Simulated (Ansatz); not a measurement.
C3 (SMILES [C]=C=[C]), singlet, at a GFN2-xTB geometry; BLYP/6-31G (Ansatz, a first-principles code).

Ansatz was given this input:
Ansatz 0.2 input:
```yaml
crystal:
  periodic: [false, false, false]
  atoms:
    - {symbol: C, position_ang: [-1.28632769, 0.05918624, 0.01517944]}
    - {symbol: C, position_ang: [0.00059880, 0.00960336, 0.00809238]}
    - {symbol: C, position_ang: [1.28572888, -0.06878959, -0.02327182]}
basis:
  gaussian:
    orbitals: 6-31G
    fitting: {mean_field: cc-pVTZ-JKFIT}
hamiltonian:
  xc: blyp
```

Q: Write the output that Ansatz gives for this input, abridged.

A: 
```
Functional definition: BLYP
237 factors; integrals over basis functions are off by at most 4.0e-3 eV
mean field evaluation 1: about -3099.5869 eV, gradient 3.0e1 eV
mean field evaluation 2: about -3097.7563 eV, gradient 4.0e1 eV
mean field evaluation 4: about -3101.8657 eV, gradient 7.1e-1 eV
mean field evaluation 8: about -3101.8692 eV, gradient 4.6e-3 eV
mean field -3101.86916700 eV, -113.9915893647 hartree, gradient 3.9e-5 eV, S^2 0.000000; 0 other end points of the search recorded, 0 dependent functions left out
reference -3101.86935892 eV, -113.9915964177 hartree; 9, 9 occupied and 18, 18 virtual orbitals, 237 factors
Total energy: -3101.86935892 eV, -113.9915964177 hartree
```
